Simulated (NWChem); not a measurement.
System: C₂H₄AlF; SMILES C=[CH][AlH][F]

```xyz
8

Al    -0.3821     0.5831     0.0000
H     -1.9735     0.6422     0.0000
F      0.4516     2.0439     0.0000
C      0.5795    -1.1033     0.0000
C     -0.1346    -2.2532     0.0000
H      1.6826    -1.1872     0.0000
H      0.3362    -3.2542     0.0000
H     -1.2414    -2.2557     0.0000
```
Atoms are numbered in this order, from 1.

Program: NWChem. Pople sets run with spherical d functions. Geometry: optimised at PBE-D3(BJ)/def2-SVP. Vzz is the largest principal value of the second derivative of the potential at the nucleus (NWChem prints the opposite sign); η is the asymmetry. Non-relativistic.

```json
[
 {"level": "B3LYP/cc-pVTZ", "Vzz Al1 (a.u.)": "1.266", "η Al1": "0.36", "relative time": "10"},
 {"level": "B3LYP/6-31G*", "Vzz Al1 (a.u.)": "0.919", "η Al1": "0.34", "relative time": "3"},
 {"level": "Hartree-Fock/def2-SVP", "Vzz Al1 (a.u.)": "1.032", "η Al1": "0.43", "relative time": "1"},
 {"level": "Hartree-Fock/def2-TZVP", "Vzz Al1 (a.u.)": "1.279", "η Al1": "0.39", "relative time": "7"}
]
```

Relative times are rough (shared machine, one core).
